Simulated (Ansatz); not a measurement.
Cost and result for the atomization energy of C10H14O4 (`C=C(C)C(=O)OC1(C)CCOC(=O)C1`) (28 atoms, 28 bonds).

```xyz
28

C    -0.2214   -3.0892    2.3025
C     0.2009   -2.3515    1.2802
C     0.9873   -2.8889    0.1299
C    -0.1591   -0.9039    1.3029
O    -0.8495   -0.3774    2.1364
O     0.3967   -0.2648    0.2597
C     0.1342    1.1396    0.0095
C     0.6107    1.9987    1.1643
C     0.9287    1.4309   -1.2760
C     0.0212    1.6880   -2.4607
O    -0.9963    0.6975   -2.5680
C    -1.7660    0.5090   -1.4760
O    -2.6742   -0.2671   -1.5101
C    -1.3592    1.3124   -0.2688
H    -0.7969   -2.6381    3.1014
H    -0.0056   -4.1499    2.3568
H     0.4624   -2.7226   -0.8139
H     1.1559   -3.9593    0.2510
H     1.9558   -2.3905    0.0448
H     0.0368    1.8060    2.0680
H     0.5087    3.0521    0.8938
H     1.6666    1.8008    1.3630
H     1.5695    0.5720   -1.4807
H     1.5787    2.2977   -1.1341
H     0.5733    1.6445   -3.3990
H    -0.4443    2.6782   -2.3973
H    -1.5536    2.3728   -0.4604
H    -1.9611    1.0030    0.5808
```

Total charge 0; spin multiplicity 1. All single points use the PBE0-D4/def2-TZVP geometry. It is one conformer, not always the lowest. Program: Ansatz. All runs use 11 threads of an AMD EPYC 7R13 on a shared host and a whole NVIDIA H100 80 GB. Times are those of one run each, without the atoms' runs, and a repeat can differ threefold. Electronic energies, without spin–orbit coupling; frozen cores. CCSD(T)/CBS adds CCSD(T) − MP2 in def2-TZVPP to the MP2 limit, and its time is that of the two runs behind it. T1 = 0.014; the RHF reference is unstable towards UHF. B3LYP takes the VWN-RPA correlation (the form of Gaussian; ORCA's B3LYP/G).

CCSD(T)/CBS is a level of theory with its own doubt, some kJ/mol a heavy atom from the limit and from the frozen cores, so smaller differences don't rank the functionals.

```
                            level  functions  wall time
           LDA (SPW92)/def2-TZVPP        630      2.2 s
               PBE0-D4/def2-TZVPP        630      2.3 s
               BLYP-D4/def2-TZVPP        630      2.4 s
  PBE-D4/def2-TZVPP (with forces)        630      2.8 s
B3LYP-D4/def2-TZVPP (with forces)        630      3.1 s
               ωB97X-V/def2-TZVPP        630      3.2 s
                B2PLYP/def2-TZVPP        630      3.7 s
              PBE-QIDH/def2-TZVPP        630      3.8 s
 ωB97M-V/def2-TZVPP (with forces)        630      4.3 s
                 CCSD(T)/def2-SVP        266        7 s
                   MP2/def2-QZVPP       1218        8 s
               CCSD(T)/def2-TZVPP        630    2.9 min
                CCSD(T)/CBS(def2)          –      3 min
```

Task: What atomization energy does each give, and how far from CCSD(T)/CBS? (Estimate.)

Result: Computed: 
```csv
level,atomization (kJ/mol),difference from CCSD(T)/CBS,per bond
LDA (SPW92)/def2-TZVPP,14454.4,2088.9,74.6
PBE0-D4/def2-TZVPP,12516.3,150.8,5.4
BLYP-D4/def2-TZVPP,12406.5,41.0,1.5
PBE-D4/def2-TZVPP (with forces),12813.4,447.9,16.0
B3LYP-D4/def2-TZVPP (with forces),12371.7,6.2,0.2
ωB97X-V/def2-TZVPP,12414.6,49.1,1.8
B2PLYP/def2-TZVPP,12252.4,-113.1,-4.0
PBE-QIDH/def2-TZVPP,12373.1,7.6,0.3
ωB97M-V/def2-TZVPP (with forces),12430.2,64.7,2.3
CCSD(T)/def2-SVP,11895.8,-469.7,-16.8
MP2/def2-QZVPP,12558.0,192.5,6.9
CCSD(T)/def2-TZVPP,12066.1,-299.4,-10.7
CCSD(T)/CBS(def2),12365.5,0.0,0.0
```

From r2SCAN to r2SCAN0 (25 % exact exchange), in def2-TZVPP and without D4, the atomization energy moves by −238.3 kJ/mol: exact exchange takes away binding that semilocal exchange gives to molecules. The D4 term adds +128.5 kJ/mol with B3LYP and +70.7 kJ/mol with PBE0; it sums over pairs of atoms, weighted by their polarisabilities, and B3LYP, whose exchange is more repulsive, gets the larger term. At CCSD(T), def2-SVP lies −469.7 kJ/mol from the extrapolated value and def2-TZVPP −299.4 kJ/mol: correlation converges slowly with the basis, and small sets miss more of it in the bonded molecule than in its fragments.
